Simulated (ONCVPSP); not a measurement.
**Pseudopotential generation for sulfur (S): ONCV, PBE, scalar-relativistic.**

ONCVPSP 4.0.1 input, shortened (lines: element, Z, core and valence counts, functional; n l f; lmax; l rc ep ncon nbas qcut; lloc lpopt rc5 dvloc0; l nproj debl; icmod fcfact rcfact), PBE, scalar-relativistic:

```
  S 16.00    1    4        4      upf
    1    0    2.00
    2    0    2.00
    2    1    6.00
    3    0    2.00
    3    1    4.00
    2
    0    0.85    0.00    4    7   16.50
    1    0.65    0.00    4    7   18.00
    2    0.95    0.24    5    8   10.30
    4    5    0.45    3.00
    0    2    3.90
    1    2    1.70
    2    2    0.40
    3    3.00    1.45
```

Poles of the logarithmic derivatives, all-electron (AE) and pseudo (PS). s: poles at -6.6 (AE) and -6.6 (PS) Ha. p: poles at -2.5 (AE) and -2.5 (PS) Ha. d: poles at no energy (AE) and no energy (PS) Ha. Test radii: s 0.86, p 0.66, d 0.96 bohr.

* Cutoffs needed: 156 Ha and 327 Ha (the cutoffs (Ha) at which the residual kinetic energy of the hardest occupied pseudo-wave falls to 1 and 0.1 mHa per electron)
* Ghost test: no bound ghost flagged; GHOST(+) flagged for d at 193.2 eV
* Largest excitation error: +9.9 meV (all-electron minus pseudo) for 2s2 2p6 3s2 3p1, out of 4 test configurations
* rms error of d²Exc/dni dnj: 1.97 mHa without and 2.47 mHa with the model core
